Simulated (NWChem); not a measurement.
System: C$_{2}$H$_{4}$Cl$_{2}$Si; SMILES ClC(=C[SiH3])Cl

Parts of the log:

```
             Northwest Computational Chemistry Package (NWChem) 7.3.0
             --------------------------------------------------------

                             Geometry "geometry" -> ""
                             -------------------------

 Output coordinates in angstroms (scale by  1.889725989 to convert to a.u.)

  No.       Tag          Charge          X              Y              Z
 ---- ---------------- ---------- -------------- -------------- --------------
    1 Si                  14.0000     0.40126600    -2.31343700     0.00000000
    2 C                    6.0000     0.97799800    -0.52798400     0.00000000
    3 C                    6.0000     0.15028400     0.52090800     0.00000000
    4 Cl                  17.0000    -1.56953500     0.34595600     0.00000000
    5 Cl                  17.0000     0.67897500     2.16188400     0.00000000
    6 H                    1.0000    -0.41485100    -2.60743000    -1.21547400
    7 H                    1.0000    -0.41485100    -2.60743000     1.21547400
    8 H                    1.0000     1.61454300    -3.18303900     0.00000000
    9 H                    1.0000     2.04739800    -0.29441700     0.00000000

 Effective nuclear repulsion energy (a.u.)     322.6069319982

                                 NWChem DFT Module
                                 -----------------

 Summary of "ao basis" -> "ao basis" (spherical)
 ------------------------------------------------------------------------------
       Tag                 Description            Shells   Functions and Types
 ---------------- ------------------------------  ------  ---------------------
 Si                         def2-svp                 8       18   4s3p1d
 C                          def2-svp                 6       14   3s2p1d
 Cl                         def2-svp                 8       18   4s3p1d
 H                          def2-svp                 3        5   2s1p

            General Information
            -------------------
          SCF calculation type: DFT
          Wavefunction type:  closed shell.
          No. of atoms     :     9
          No. of electrons :    64
           Alpha electrons :    32
            Beta electrons :    32
          Charge           :     0
          Spin multiplicity:     1
          Use of symmetry is: off; symmetry adaption is: off
          Maximum number of iterations: 150
          AO basis - number of functions:   102
                     number of shells:    48
          Convergence on energy requested:  1.00D-06
          Convergence on density requested:  1.00D-05
          Convergence on gradient requested:  5.00D-04

              XC Information
              --------------
                         B3LYP Method XC Potential
                     Hartree-Fock (Exact) Exchange  0.200
                        Slater Exchange Functional  0.800 local
                    Becke 1988 Exchange Functional  0.720 non-local
              Lee-Yang-Parr Correlation Functional  0.810
                  VWN I RPA Correlation Functional  0.190 local

             Grid Information
             ----------------
          Grid used for XC integration:  medium
          Radial quadrature: Mura-Knowles
          Angular quadrature: Lebedev.
          Tag              B.-S. Rad. Rad. Pts. Rad. Cut. Ang. Pts.
          ---              ---------- --------- --------- ---------
          Si                  1.10       88          11.0       590
          C                   0.70       49          11.0       434
          Cl                  1.00       88          13.0       590
          H                   0.35       45          12.0       434
          Grid pruning is: on
          Number of quadrature shells:   542
          Spatial weights used:  Erf1

      Superposition of Atomic Density Guess
      -------------------------------------

 Sum of atomic energies:       -1284.63231983

      Non-variational initial energy
      ------------------------------

 Total energy =   -1286.585016
 1-e energy   =   -2416.275689
 2-e energy   =     807.083741
 HOMO         =      -0.274272
 LUMO         =       0.022998

     ---------------------------------------------
      Total Density - Mulliken Population Analysis
     ---------------------------------------------

    Atom       Charge   Shell Charges
 -----------   ------   -------------------------------------------------------
    1 Si  14    13.56   2.00  1.99  1.00  0.28  5.94  1.13  1.08  0.14
    2 C    6     6.55   1.99  0.99  0.30  2.12  1.13  0.02
    3 C    6     5.44   1.99  0.92  0.18  1.47  0.82  0.06
    4 Cl  17    17.16   2.00  1.99  1.22  0.71  5.94  2.11  3.16  0.02
    5 Cl  17    17.17   2.00  1.99  1.22  0.71  5.94  2.11  3.17  0.02
    6 H    1     1.08   0.70  0.36  0.01
    7 H    1     1.08   0.70  0.36  0.01
    8 H    1     1.08   0.70  0.37  0.01
    9 H    1     0.89   0.66  0.21  0.03

   convergence    iter        energy       DeltaE   RMS-Dens  Diis-err
 ---------------- ----- ----------------- --------- --------- ---------
 d= 0,ls=0.0,diis     1  -1287.9791703177 -1.61D+03  1.47D-02  8.84D-01
 d= 0,ls=0.0,diis     2  -1287.8048185385  1.74D-01  1.10D-02  2.34D+00
 d= 0,ls=0.0,diis     3  -1288.0803809834 -2.76D-01  2.37D-03  4.47D-02
 d= 0,ls=0.0,diis     4  -1288.0848311667 -4.45D-03  1.12D-03  1.21D-02
 d= 0,ls=0.0,diis     5  -1288.0865935847 -1.76D-03  2.53D-04  8.13D-04
  Resetting Diis
 d= 0,ls=0.0,diis     6  -1288.0867004795 -1.07D-04  4.16D-05  1.60D-05
 d= 0,ls=0.0,diis     7  -1288.0867025271 -2.05D-06  1.49D-05  6.66D-07
 d= 0,ls=0.0,diis     8  -1288.0867024882  3.89D-08  8.95D-06  9.59D-07

         Total DFT energy =    -1288.086702488225
      One electron energy =    -2418.477686094883
           Coulomb energy =      897.553029597477
    Exchange-Corr. energy =      -89.768977989019
 Nuclear repulsion energy =      322.606931998200

 Numeric. integr. density =       64.000005094893

                       DFT Final Molecular Orbital Analysis
                       ------------------------------------

 Vector   30  Occ=2.000000D+00  E=-3.354126D-01
              MO Center= -5.3D-01,  1.0D+00,  2.1D-08, r^2= 3.5D+00
   Bfn.  Coefficient  Atom+Function         Bfn.  Coefficient  Atom+Function
  ----- ------------  ---------------      ----- ------------  ---------------
    59      0.480560  4 Cl pz                77     -0.433938  5 Cl pz
    56      0.363591  4 Cl pz                74     -0.327730  5 Cl pz
    53      0.209325  4 Cl pz                71     -0.188959  5 Cl pz
    83      0.062913  6 H  s                 88     -0.062913  7 H  s
    10     -0.060499  1 Si pz                13     -0.035824  1 Si pz

 Vector   31  Occ=2.000000D+00  E=-3.149038D-01
              MO Center= -1.1D-01,  1.1D+00, -2.1D-09, r^2= 4.2D+00
   Bfn.  Coefficient  Atom+Function         Bfn.  Coefficient  Atom+Function
  ----- ------------  ---------------      ----- ------------  ---------------
    75      0.477037  5 Cl px                58      0.411022  4 Cl py
    72      0.361238  5 Cl px                55      0.318223  4 Cl py
    69      0.206922  5 Cl px                52      0.181515  4 Cl py
    23     -0.119497  2 C  py                76     -0.114190  5 Cl py
     9      0.093034  1 Si py                93     -0.092706  8 H  s

 Vector   32  Occ=2.000000D+00  E=-2.660645D-01
              MO Center=  2.8D-01,  1.8D-01,  3.8D-09, r^2= 3.5D+00
   Bfn.  Coefficient  Atom+Function         Bfn.  Coefficient  Atom+Function
  ----- ------------  ---------------      ----- ------------  ---------------
    24      0.381159  2 C  pz                77     -0.328828  5 Cl pz
    38      0.302384  3 C  pz                59     -0.300538  4 Cl pz
    27      0.282073  2 C  pz                74     -0.225477  5 Cl pz
    56     -0.204107  4 Cl pz                41      0.165926  3 C  pz
    71     -0.129548  5 Cl pz                53     -0.117336  4 Cl pz

 Vector   33  Occ=0.000000D+00  E=-4.052877D-02
              MO Center=  4.2D-01, -2.5D-01,  3.9D-09, r^2= 3.4D+00
   Bfn.  Coefficient  Atom+Function         Bfn.  Coefficient  Atom+Function
  ----- ------------  ---------------      ----- ------------  ---------------
    41      0.556687  3 C  pz                27     -0.478135  2 C  pz
    38      0.468140  3 C  pz                13     -0.376476  1 Si pz
    24     -0.337755  2 C  pz                84     -0.317254  6 H  s
    89      0.317254  7 H  s                 77     -0.239091  5 Cl pz
    59     -0.231628  4 Cl pz                56     -0.114792  4 Cl pz

 Vector   34  Occ=0.000000D+00  E= 1.531978D-02
              MO Center= -1.1D-01,  6.7D-01, -2.3D-09, r^2= 4.2D+00
   Bfn.  Coefficient  Atom+Function         Bfn.  Coefficient  Atom+Function
  ----- ------------  ---------------      ----- ------------  ---------------
    35      0.927937  3 C  s                 76      0.599013  5 Cl py
    57     -0.586220  4 Cl px                34      0.530333  3 C  s
    68     -0.488359  5 Cl s                 50     -0.450665  4 Cl s
    11      0.432656  1 Si px                40      0.401664  3 C  py
    94     -0.401785  8 H  s                 75      0.317828  5 Cl px

 Vector   35  Occ=0.000000D+00  E= 3.638455D-02
              MO Center=  2.0D-01, -1.4D+00,  1.9D-09, r^2= 5.6D+00
   Bfn.  Coefficient  Atom+Function         Bfn.  Coefficient  Atom+Function
  ----- ------------  ---------------      ----- ------------  ---------------
    12      1.168805  1 Si py                21     -0.818195  2 C  s
    11      0.467827  1 Si px                26      0.416373  2 C  py
    39      0.415863  3 C  px                 4      0.392850  1 Si s
    57      0.385268  4 Cl px                76      0.346294  5 Cl py
    36      0.322475  3 C  px                99     -0.272269  9 H  s

     ---------------------------------------------
      Total Density - Mulliken Population Analysis
     ---------------------------------------------

    Atom       Charge   Shell Charges
 -----------   ------   -------------------------------------------------------
    1 Si  14    13.58   2.00  1.98  1.05  0.19  5.93  1.31  0.93  0.18
    2 C    6     6.14   1.99  0.92  0.28  2.09  0.85  0.02
    3 C    6     5.99   1.99  0.97  0.13  1.99  0.85  0.07
    4 Cl  17    17.03   2.00  1.98  1.28  0.68  5.93  2.17  2.95  0.04
    5 Cl  17    17.04   2.00  1.98  1.28  0.68  5.93  2.17  2.96  0.04
    6 H    1     1.08   0.74  0.32  0.01
    7 H    1     1.08   0.74  0.32  0.01
    8 H    1     1.09   0.74  0.34  0.01
    9 H    1     0.97   0.74  0.20  0.02

     -------------------------------------------
      Total Density - Lowdin Population Analysis
     -------------------------------------------

    Atom       Charge   Shell Charges
 -----------   ------   -------------------------------------------------------
    1 Si  14    13.55   2.00  1.93  0.66  0.34  5.82  1.31  1.21  0.28
    2 C    6     6.26   1.97  0.63  0.35  1.92  1.33  0.06
    3 C    6     6.23   1.97  0.68  0.34  1.82  1.29  0.14
    4 Cl  17    16.85   2.00  1.96  1.04  0.76  5.82  2.27  2.95  0.05
    5 Cl  17    16.86   2.00  1.96  1.04  0.76  5.82  2.27  2.96  0.05
    6 H    1     1.09   0.65  0.42  0.02
    7 H    1     1.09   0.65  0.42  0.02
    8 H    1     1.10   0.65  0.43  0.02
    9 H    1     0.96   0.62  0.27  0.07

     Multipole analysis of the density
     ---------------------------------

     L   x y z        total         alpha         beta         nuclear
     -   - - -        -----         -----         ----         -------
     0   0 0 0     -0.000000    -32.000000    -32.000000     64.000000

     1   1 0 0      0.221311      0.034939      0.034939      0.151433
     1   0 1 0     -0.096209     -1.475216     -1.475216      2.854223
     1   0 0 1      0.000000      0.000000      0.000000      0.000000

     2   2 0 0    -36.922672   -134.497689   -134.497689    232.072707
     2   1 1 0      0.079434      6.254127      6.254127    -12.428819
     2   1 0 1      0.000000      0.000000      0.000000      0.000000
     2   0 2 0    -38.432146   -346.919469   -346.919469    655.406792
     2   0 1 1      0.000000      0.000000      0.000000      0.000000
     2   0 0 2    -38.901686    -24.726652    -24.726652     10.551617

                     NWChem Electrostatic Potential Fit Module
                     -----------------------------------------

 Atom parameters

 Number of atoms is                                    9
 Number of basis functions is                        102

 Grid parameters

 Maximum number of grid points is                  40782
 Number of grid points is                          40781
 Grid range                                     0.300000 nm
 Grid spacing                                   0.020000 nm
 Probe radius                                   0.070000 nm
 Atom radius factor                             1.000000

 Atomic radii

    1    0.100000
    6    0.147000
   14    0.187000
   17    0.169000
 FASTESP  F
  using M.O. file = ./job.movecs

    Atom              Coordinates                           Charge

                                                  ESP

    1 Si    0.040127   -0.231344    0.000000    0.438217
    2 C     0.097800   -0.052798    0.000000   -0.283913
    3 C     0.015028    0.052091    0.000000    0.149982
    4 Cl   -0.156954    0.034596    0.000000   -0.051626
    5 Cl    0.067898    0.216188    0.000000   -0.071826
    6 H    -0.041485   -0.260743   -0.121547   -0.104838
    7 H    -0.041485   -0.260743    0.121547   -0.104820
    8 H     0.161454   -0.318304    0.000000   -0.107122
    9 H     0.204740   -0.029442    0.000000    0.135946
                                            ------------
                                                0.000000

 Dipole moment                                  0.345910

 Quadrupole moment Qxx                          2.126073
                   Qyy                         -3.778626
                   Qzz                          1.652553

 RMS deviation kJ/mol                           0.069551

 RRMS %                                        68.539927
```

Level: B3LYP/def2-SVP. Coordinates come from a PBE0/def2-SVP optimisation.

Write an input that gives this output.

Several could match; the one computed here: the input that was run:
```
start job
memory heap 200 mb stack 900 mb global 1100 mb
geometry units angstroms noautosym nocenter noautoz
  Si     0.401266    -2.313437     0.000000
  C      0.977998    -0.527984     0.000000
  C      0.150284     0.520908     0.000000
  Cl    -1.569535     0.345956     0.000000
  Cl     0.678975     2.161884     0.000000
  H     -0.414851    -2.607430    -1.215474
  H     -0.414851    -2.607430     1.215474
  H      1.614543    -3.183039     0.000000
  H      2.047398    -0.294417     0.000000
end
basis spherical
  Si library def2-svp
  C library def2-svp
  Cl library def2-svp
  H library def2-svp
end
dft
  xc b3lyp
  iterations 150
  mulliken
end
task dft energy
esp
  recalculate
  probe 0.07
  range 0.3
  factor 1.0
  spacing 0.02
end
task esp
```
